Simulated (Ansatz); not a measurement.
C$_{2}$H$_{6}$AlBClN, relaxed with RKS PBE-D4/def2-SVP in the Gaussian-basis code of Ansatz from a rough embedded geometry. The force threshold is 0.03 eV/Å; the program also tests the step.

The species carries charge 0 and has multiplicity 1. The bonds changed during the relaxation, so this is another structure than the one it started from.

Start:

```xyz
12

C     0.316   -1.865   -0.771
Al   -0.349   -0.084   -1.415
Cl   -0.980    0.176   -3.531
B    -0.496    1.519   -0.005
C    -0.026    1.369    1.429
N     0.442    0.295    1.881
H     1.393   -1.702   -0.421
H     0.358   -2.535   -1.621
H    -0.296   -2.197    0.000
H    -0.928    2.541   -0.477
H    -0.143    2.257    2.053
H     0.709    0.225    2.878
```

| step | energy (eV) | largest force (eV/Å) | largest move (Å) |
| --- | --- | --- | --- |
| 1 | -23433.6912 | 2.974 | 0.000 |
| 2 | -23434.1290 | 1.068 | 0.195 |
| 3 | -23434.1691 | 0.559 | 0.100 |
| 4 | -23434.2178 | 0.212 | 0.062 |
| 5 | -23434.2237 | 0.192 | 0.019 |
| 6 | -23434.2257 | 0.090 | 0.015 |
| 7 | -23434.2262 | 0.040 | 0.006 |
| 8 | -23434.2264 | 0.020 | 0.010 |

End:

```xyz
12

C     0.349   -1.919   -0.864
Al   -0.304   -0.128   -1.308
Cl   -0.882    0.149   -3.357
B    -0.523    1.614   -0.056
C    -0.075    1.464    1.449
N     0.405    0.314    1.813
H     1.413   -1.860   -0.549
H     0.269   -2.636   -1.705
H    -0.201   -2.323    0.012
H    -0.961    2.690   -0.430
H    -0.161    2.310    2.177
H     0.672    0.323    2.819
```

It took 16 s on 4 threads of an Arm Neoverse V1 on a shared host, with 0.19 GiB of host memory at the peak.
